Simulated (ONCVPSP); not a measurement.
**Which change was made? (Sm, ONCV)**

```json
{"Element": "Sm", "Generator": "ONCVPSP 4.0.1", "Type": "optimised norm-conserving Vanderbilt (ONCV)", "Functional": "PBE", "Relativity": "scalar-relativistic", "Frozen core": "[Kr] 4d10 4f5", "Valence charge": "11", "Reference configuration": "5s2 5p6 5d2 6s1", "Partial waves": "5s+6s: rc 2.60 bohr, ncon 4, nbas 7, qcut 6.1 1/bohr, 2 projectors; 5p: rc 2.75 bohr, ncon 4, nbas 8, qcut 5.1 1/bohr, 2 projectors, debl 2.7 Ha; 5d: rc 2.85 bohr, ncon 3, nbas 7, qcut 5.9 1/bohr, 1 projector", "Local potential": "polynomial inside 1.85 bohr (lpopt 5, dvloc0 -1 Ha)", "Core correction": "none"}
```

Cutoffs, loose and tight: the cutoffs (Ha) at which the residual kinetic energy of the hardest occupied pseudo-wave falls to 1 and 0.1 mHa per electron. They do not see the model core or the augmentation charge, which bear on the density cutoff. Test errors are all-electron minus pseudo excitation energies from the reference, over the configurations 5s2 5p6 5d1 6s2; 5s2 5p6 5d1 6s1; 5s2 5p6 5d1 6s0; 5s2 5p6 5d1 6s1 6p1; variants that change the core or the reference have their own tests.

The base gives: outcome: generated; cutoff, loose: 9.8 Ha; cutoff, tight: 12 Ha; bound ghosts: none; GHOST(+) flags above zero: s; largest test error (meV): -8.3.

After one change the result is: outcome: generated; cutoff, loose: 7.4 Ha; cutoff, tight: 10 Ha; bound ghosts: none; GHOST(+) flags above zero: none; largest test error (meV): -7.6. Which change was it?
A. all radii scaled by about 0.82 (s 2.14, p 2.26, d 2.34 bohr); local potential polynomial inside 1.52 bohr (lpopt 5, dvloc0 -1 Ha)
B. all radii scaled by about 1.21 (s 3.16, p 3.34, d 3.46 bohr); local potential polynomial inside 2.24 bohr (lpopt 5, dvloc0 -1 Ha)
C. all radii scaled by about 1.11 (s 2.88, p 3.06, d 3.16 bohr); local potential polynomial inside 2.06 bohr (lpopt 5, dvloc0 -1 Ha)

C. The others give: all radii scaled by about 0.82 (s 2.14, p 2.26, d 2.34 bohr); local potential polynomial inside 1.52 bohr (lpopt 5, dvloc0 -1 Ha) → outcome: generated; cutoff, loose: 12 Ha; cutoff, tight: 15 Ha; bound ghosts: none; GHOST(+) flags above zero: s; largest test error (meV): -8.4 | all radii scaled by about 1.21 (s 3.16, p 3.34, d 3.46 bohr); local potential polynomial inside 2.24 bohr (lpopt 5, dvloc0 -1 Ha) → outcome: generated, projector energies reset by the program; cutoff, loose: 7.0 Ha; cutoff, tight: 9.0 Ha; bound ghosts: none; GHOST(+) flags above zero: none; largest test error (meV): -6.7.
